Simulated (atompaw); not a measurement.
## An all-electron radial function and its pseudo partner (lanthanum)

Columns: radius, all-electron u(r) and pseudo u(r) of the 6s shell (level -3.87 eV) of lanthanum in the configuration [Kr] 4d10 4f0 5s2 5p6 5d1 6s1.75 6p0.25; PBEsol, scalar-relativistic, PAW (atompaw) scheme, atompaw 4.2.0.5.

```
r (bohr)  all-electron   pseudo
   0.115        0.0156  -0.0427
   0.231       -0.1071  -0.0841
   0.346        0.0366  -0.1220
   0.462        0.1537  -0.1556
   0.577        0.1473  -0.1829
   0.692        0.0589  -0.2032
   0.808       -0.0552  -0.2158
   0.923       -0.1548  -0.2197
   1.038       -0.2238  -0.2148
   1.154       -0.2584  -0.2009
   1.269       -0.2611  -0.1786
   1.385       -0.2377  -0.1480
   1.500       -0.1953  -0.1105
   1.615       -0.1397  -0.0668
   1.731       -0.0758  -0.0179
   1.846       -0.0086   0.0343
   1.962        0.0595   0.0890
   2.077        0.1251   0.1439
   2.192        0.1871   0.1980
   2.308        0.2449   0.2505
   2.423        0.2969   0.2994
   2.538        0.3435   0.3444
   2.654        0.3848   0.3850
   2.769        0.4204   0.4204
   2.885        0.4510   0.4510
   3.000        0.4765   0.4765
```

Question: How many radial nodes do the two functions have?

Answer: The all-electron 6s function has n − l − 1 = 5 (the table is too coarse to show those close to the nucleus); the pseudo-wave has 1, since 1 lower shell of the same l stays in the valence.

Question: Is the pseudo-wave norm-conserving?

Answer: No, it belongs to a PAW set: the norm inside the radius is not constrained, and the difference is carried by the augmentation charge.
